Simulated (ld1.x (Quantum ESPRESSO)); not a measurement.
## Before and after: TM potential for germanium (Ge)

ld1.x (Quantum ESPRESSO) 7.5 input, shortened:

```
&input
   title='Ge', zed=32., rel=1, dft='PBESOL', iswitch=3,
   config='[Ar] 3d10 4s2 4p1.5'
 /
 &inputp
   pseudotype=2, tm=.true., lloc=0,
   nlcc=.false.
 /
3
4P  2  1   1.50   0.00  2.20  2.20  0.0
3D  3  2  10.00   0.00  1.15  1.15  0.0
4S  1  0   2.00   0.00  1.70  1.70  0.0
 &test
   configts(1)='3d10 4s2 4p1.5'
 /
```

All-electron outer shells of the reference configuration (PBEsol, scalar-relativistic, ld1.x):

```tsv
shell	level (eV)	outermost node (bohr)	outermost maximum (bohr)
3p	-119.67	0.23	0.54
3d	-33.55	–	0.50
4s	-15.62	0.77	1.73
4p	-7.39	0.82	2.14
```

Change: all radii scaled by about 1.37 (s 2.32, p 3.00, d 1.58 bohr).

Cutoffs: the cutoffs (Ry, on a coarse ladder) from which the occupation-weighted sum of valence levels, in a spherical-Bessel basis at the reference potential, stays within 10 and 1 mRy of its value at 400 Ry; they do not see the model core or the augmentation charge, which bear on the density cutoff. Errors are all-electron minus pseudo energies relative to the spin-unpolarised reference configuration.

Question: Predict the effect on cutoff, ghosts and configuration errors.

Answer: A bound ghost appears in p, which as a rule spoils a file; of the 7 tests that both files solve, the error grows in 6 and shrinks in 1 by more than 15 % and 0.3 meV (median size 0.8 → 11.1 meV).

| quantity | base | changed |
| --- | --- | --- |
| cutoff, loose | 230 Ry | 140 Ry |
| cutoff, tight | over 300 Ry | 230 Ry |
| loose cutoff by channel (10 mRy a level) | p 6 Ry, d 180 Ry, s 15 Ry | p 6 Ry, d 110 Ry, s 10 Ry |
| bound ghosts | none | p |
| error for 3d10 4s2 4p2, meV [ΔE -2.80 eV] | +0.3 | -0.7 |
| error for 3d10 4s2 4p1, meV [ΔE 4.65 eV] | -0.8 | -2.0 |
| error for 3d10 4s2 4p0, meV [ΔE 20.10 eV] | -4.7 | -11 |
| error for 3d10 4s2 4p2.3, meV [ΔE -3.69 eV] | +0.4 | -1.8 |
| error for 3d10 4s1 4p2, meV [ΔE 13.38 eV] | 0.0 | -11 |
| error for 3d9 4s2 4p2, meV [ΔE 35.89 eV] | -722 | -137 |
| error for 3d10 4s1 4p0, meV [ΔE 54.88 eV] | -1.1 | -43 |

 A true bound ghost makes a file unfit for plane-wave use even where its test errors are small: the radial tests pick states by their node count and pass the ghost by.
